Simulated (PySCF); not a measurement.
**Spin states of GeF⁺**

Unrestricted PBE0; PySCF, scalar-relativistic core potentials, basis sets Ge cc-pVTZ-PP with ECP10, F cc-pVTZ. Outer shells of the fragments: Ge+ 3d10 4s2 4p1; F 2s2 2p5.

Followed along the bond (rough minima from three points):

```tsv
2Ms+1	unpaired	⟨S²⟩ at the start	R at minimum (Å)	Te (eV)
1	none	0.00	1.68	0.00
3	σ ↑, π ↑	2.01	1.74	5.07
```

Solutions found at the starting distance of 1.875 Å, counted from the lowest of them; the search is not exhaustive and high or unbound solutions are not listed, so other states can lie among these:

| 2Ms+1 | unpaired | term | E (eV) | ⟨S²⟩ | ⟨Lz²⟩ | μ (D) |
| --- | --- | --- | --- | --- | --- | --- |
| 1 | none | ¹Σ⁺ | 0.00 | 0.00 | 0.00 | -3.94 |
| 3 | σ ↑, π ↑ | ³Π | 4.70 | 2.01 | 1.00 | -2.44 |
| 1 | σ ↓, π ↑ | mixed | 5.17 | 1.02 | 1.01 | -1.86 |
| 3 | π ↑↑ | mixed | 5.65 | 2.01 | 2.01 | 0.64 |
| 3 | π ↑↑ | mixed | 5.78 | 2.01 | 2.01 | 0.67 |
| 3 | σ ↑↑ | ³Σ⁺ | 7.14 | 2.00 | 0.00 | -1.50 |
| 3 | σ ↑, π ↑ | ³Π | 7.95 | 2.00 | 1.01 | 1.07 |

A term symbol is given only where ⟨S²⟩ and ⟨Lz²⟩ are close to those of a pure state; real π, δ and φ orbitals otherwise mix terms. A positive dipole points towards F; it is taken about the centre of mass and depends on that origin.

Compare the gap between the two lowest followed solutions at the starting distance with the gap between their minima.

At PBE0 the second solution (triplet, unpaired electrons σ ↑, π ↑) lies +4.70 eV from the first (singlet, closed shell) at 1.875 Å and +5.07 eV at the minima; the two curves relax by different amounts, since their minima lie near 1.74 and 1.68 Å.

Counting both spins, an empty level lies below a filled one in some of these solutions, because spin and occupation are held.
